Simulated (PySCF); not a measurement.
Compound: C5H3NO.
Structure used (PBE0-D3(BJ)/def2-SVP), in Å, numbered top down from 1:
```xyz
10
C5H3NO angstrom
N      3.1378   -0.4701   -0.2712
C      2.0033   -0.2573   -0.1626
C      0.6117   -0.0041   -0.0322
C     -0.4699   -0.9341   -0.2166
C     -1.6029   -0.2211    0.0168
O     -1.3015    1.0595    0.3270
C      0.0271    1.1926    0.2981
H     -0.3900   -1.9838   -0.4859
H     -2.6591   -0.4754    0.0017
H      0.4372    2.1726    0.5265
```

Level: B3LYP/def2-SVPD in PySCF, non-relativistic, on one gas-phase PBE0-D3(BJ)/def2-SVP geometry that isn't relaxed in the solvent. The solvent is an IEF-PCM continuum (Bondi radii, 1.10 Å for H, scaled by 1.2), and excitations are vertical TDDFT with non-equilibrium linear response and a frozen core. Only the electrostatic response of the medium enters.

Gas-phase singlets (H = HOMO, L = LUMO):

```csv
state,E (eV),λ (nm),f,leading configurations
S1,5.718,217,0.078,"H→L 83%, H-1→L 10%"
S2,6.181,201,0.024,"H-1→L 49%, H→L+1 36%"
S3,6.418,193,0.000,"H→L+2 64%, H→L+3 22%"
S4,6.700,185,0.001,"H→L+3 52%, H→L+2 30%"
S5,6.721,184,0.001,"H-2→L 73%, H→L+3 21%"
```

**Question.** What are the lowest 5 singlets in chloroform (ε = 4.711)?

**Answer.** 
| state | E (eV) | λ (nm) | f | leading configurations | change by rank (eV) |
| --- | --- | --- | --- | --- | --- |
| S1 | 5.487 | 226 | 0.098 | H→L 90% | -0.231 |
| S2 | 6.176 | 201 | 0.000 | H→L+2 92% | -0.005 |
| S3 | 6.225 | 199 | 0.041 | H-1→L 57%, H→L+1 33% | -0.193 |
| S4 | 6.706 | 185 | 0.561 | H→L+1 54%, H-1→L 28% | +0.006 |
| S5 | 6.716 | 185 | 0.003 | H→L+3 99% | -0.005 |

**Question.** What are the lowest 5 singlets in acetone (ε = 20.49)?

**Answer.** 
| state | E (eV) | λ (nm) | f | leading configurations | change by rank (eV) |
| --- | --- | --- | --- | --- | --- |
| S1 | 5.444 | 228 | 0.090 | H→L 90% | -0.274 |
| S2 | 6.092 | 204 | 0.000 | H→L+2 93% | -0.089 |
| S3 | 6.249 | 198 | 0.046 | H-1→L 59%, H→L+1 31% | -0.169 |
| S4 | 6.716 | 185 | 0.003 | H→L+3 99% | +0.016 |
| S5 | 6.728 | 184 | 0.544 | H→L+1 56%, H-1→L 26% | +0.007 |

**Question.** The ground-state energy changes by -0.287 eV from gas to acetone. By how much does the total energy of gas-phase S1 change?

**Answer.** E(S1) = E(S0) + excitation energy, so it changes by -0.287 − 0.274 = -0.561 eV: it is lowered more than the ground state, which is what a red shift means. This is the vertical state, with the slow part of the continuum still set for S0.

**Question.** How do the frontier levels move from gas to acetone?

**Answer.** 
```csv
orbital,gas (eV),solvent (eV),change (eV),"Löwdin shares, gas","Löwdin shares, solvent"
LUMO+2,0.25,0.12,-0.13,"N1 25 %, C2 24 %, C7 11 %, C3 8 %","N1 42 %, C2 35 %, C3 10 %, C4 4 %"
LUMO+1,-0.29,-0.03,+0.26,"C4 30 %, C5 28 %, N1 8 %, O6 8 %","C5 30 %, C4 29 %, O6 10 %, C2 7 %"
LUMO,-1.36,-1.24,+0.12,"C7 28 %, O6 16 %, C3 16 %, N1 13 %","C7 28 %, N1 17 %, C3 15 %, O6 15 %"
HOMO,-7.37,-7.10,+0.27,"C7 26 %, C5 24 %, C3 15 %, C4 11 %","C5 26 %, C7 25 %, C4 15 %, C3 14 %"
HOMO-1,-8.41,-8.28,+0.13,"C4 26 %, O6 17 %, N1 16 %, C3 14 %","C4 24 %, C3 19 %, O6 18 %, N1 15 %"
HOMO-2,-9.46,-9.67,-0.21,"N1 47 %, C2 36 %, C3 6 %","N1 45 %, C2 33 %, C3 7 %, C4 5 %"
HOMO-3,-10.16,-10.64,-0.48,"N1 80 %, C2 17 %","N1 79 %, C2 17 %"
```

The HOMO–LUMO gap goes from 6.00 to 5.87 eV. Rows go by rank; for LUMO+2 the atom shares or the degeneracy differ between the runs, so the row needn't follow one orbital.

On Intel Xeon Platinum 8259CL at 2.50 GHz, one thread, shared host, this took 18 s of wall time and 0.75 GiB of memory at its peak. This is the whole response run at B3LYP/def2-SVPD in acetone, SCF included.
